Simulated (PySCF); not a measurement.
**Electronic absorption of C2H5NOSi**

Compound: C₂H₅NOSi.
Atom-mapped SMILES: `[CH3:1][O:2][SiH2:3][C:4]#[N:5]` (hydrogens: H6, H7, H8 on C1; H9, H10 on Si3)

Structure used (PBE0-D3(BJ)/def2-SVP), in Å, numbered top down from 1:
```
atom  x, y, z in Å
C1    -1.048   -0.933    0.109
O2    -0.261   -0.083   -0.688
Si3    1.035    0.781   -0.151
C4     2.310   -0.411    0.511
N5     3.070   -1.186    0.920
H6    -1.509   -0.391    0.954
H7    -1.853   -1.345   -0.516
H8    -0.457   -1.774    0.513
H9     0.692    1.693    0.976
H10    1.627    1.498   -1.303
```

Method: TDDFT CAM-B3LYP/def2-SVPD, vertical, gas phase, core orbitals frozen in the response (PySCF 2.14.0, density-fitted response routines).

Question: Predict the UV-vis stick spectrum at this level.

Answer: 

```json
{"state": "S1", "E (eV)": "6.81", "ν̃ (cm⁻¹)": "54920", "f": "0.0013", "|μ| (D)": "0.22", "main configurations (H = HOMO, L = LUMO)": "H-2→L (35%), H-1→L (23%), H→L (16%)"}
{"state": "S2", "E (eV)": "6.98", "ν̃ (cm⁻¹)": "56320", "f": "0.0017", "|μ| (D)": "0.26", "main configurations (H = HOMO, L = LUMO)": "H→L (77%)"}
{"state": "S3", "E (eV)": "7.29", "ν̃ (cm⁻¹)": "58770", "f": "0.0032", "|μ| (D)": "0.34", "main configurations (H = HOMO, L = LUMO)": "H-3→L (28%), H-2→L+1 (23%), H-2→L (16%)"}
{"state": "S4", "E (eV)": "7.36", "ν̃ (cm⁻¹)": "59380", "f": "0.0011", "|μ| (D)": "0.20", "main configurations (H = HOMO, L = LUMO)": "H-3→L+1 (54%), H-2→L+1 (15%)"}
{"state": "S5", "E (eV)": "7.69", "ν̃ (cm⁻¹)": "62000", "f": "0.0063", "|μ| (D)": "0.47", "main configurations (H = HOMO, L = LUMO)": "H-1→L (45%), H-3→L (19%), H-2→L (13%)"}
{"state": "S6", "E (eV)": "7.84", "ν̃ (cm⁻¹)": "63200", "f": "0.0055", "|μ| (D)": "0.43", "main configurations (H = HOMO, L = LUMO)": "H→L+1 (72%), H-3→L+1 (8%)"}
{"state": "S7", "E (eV)": "8.20", "ν̃ (cm⁻¹)": "66140", "f": "0.017", "|μ| (D)": "0.73", "main configurations (H = HOMO, L = LUMO)": "H-4→L (71%)"}
{"state": "S8", "E (eV)": "8.40", "ν̃ (cm⁻¹)": "67790", "f": "0.010", "|μ| (D)": "0.56", "main configurations (H = HOMO, L = LUMO)": "H-4→L+1 (31%), H-1→L+1 (28%), H-3→L+1 (12%)"}
{"state": "S9", "E (eV)": "8.52", "ν̃ (cm⁻¹)": "68710", "f": "0.058", "|μ| (D)": "1.34", "main configurations (H = HOMO, L = LUMO)": "H→L+2 (77%)"}
{"state": "S10", "E (eV)": "8.79", "ν̃ (cm⁻¹)": "70920", "f": "0.014", "|μ| (D)": "0.65", "main configurations (H = HOMO, L = LUMO)": "H-5→L (48%), H→L+3 (11%), H-2→L (9%)"}
```

Triplets, Tamm–Dancoff:

```
state  E (eV)  λ (nm)   main configurations (H = HOMO, L = LUMO)
   T1    5.73   216.2   H-3→L (32%), H-2→L+1 (20%), H-3→L+5 (9%)
   T2    6.21   199.8    H-2→L (29%), H-1→L (18%), H-3→L+1 (14%)
   T3    6.27   197.7  H-2→L+1 (29%), H-3→L (18%), H-1→L+1 (14%)
   T4    6.60   187.8                     H→L (69%), H-4→L (12%)
```

The lowest singlet comes at 182 nm (657 kJ/mol) in the vacuum ultraviolet; it is very weak; its leading configuration is HOMO-2→LUMO (35%). The most intense listed level is S9 at 8.52 eV (146 nm, f = 0.058), 1.71 eV above S1. Löwdin shares by element: HOMO oxygen 54%, carbon 14% or more, silicon 9%, hydrogen 7% or more (atoms not listed hold the other 17%); LUMO silicon 28%, carbon 22% or more, nitrogen 20%, oxygen 9% (atoms not listed hold the other 21%). The oscillator strengths of these states sum to 0.118; summed over the whole spectrum of an exact calculation they would give the number of electrons, 46 (Thomas–Reiche–Kuhn). The listed states span 1.98 eV, and the widest gap between neighbours is 0.37 eV (S6 to S7). Of the 10 states listed, 4 reach f = 0.01 and none stays under 0.0005. The vertical ionisation energy (ΔSCF) is 11.34 eV, 2.55 eV above S10. Singlets were solved by full linear response, triplets in the Tamm–Dancoff approximation.

On one thread of an Arm Neoverse N1 (shared host), this took 2.3 min of wall time.

One conformer stands for the species.
